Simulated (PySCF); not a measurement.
## A small calculation by hand: oscillator strength and radiative lifetime

SiHF, SMILES F[SiH] (connectivity only; charge and spin as stated), neutral, multiplicity 1.

The structure is a stationary point at r2SCAN-D4/def2-TZVPD. The isomer is the one that the SMILES or the coordinates give; other isomers of the formula were not compared.

TDA-M06-2X/def2-TZVPD (PySCF) puts the first singlet state with f over 0.02 at 3.01 eV (vertical), with the transition dipole (0.000, 0.000, -0.670) in atomic units.

Problem. Find the oscillator strength, the wavelength and the radiative lifetime that this transition would have in vacuum if emission retraced absorption.

Solution. 
|μ|² = 0.4489 au, so |μ| = 1.70 D. ΔE = 3.01/27.211 = 0.1106 hartree. f = (2/3) ΔE |μ|² = 0.033 (the program prints 0.033).
λ = 1239.84/3.01 = 412 nm; ν = 24277 cm⁻¹.
Einstein's coefficient A = 0.6670 ν² f s⁻¹ (ν in cm⁻¹) = 1.3e7 s⁻¹, so τ = 1/A = 77 ns. This state is S1. The figure is the radiative limit of this one transition; relaxation, internal conversion, crossing to triplets and a medium change what is measured.
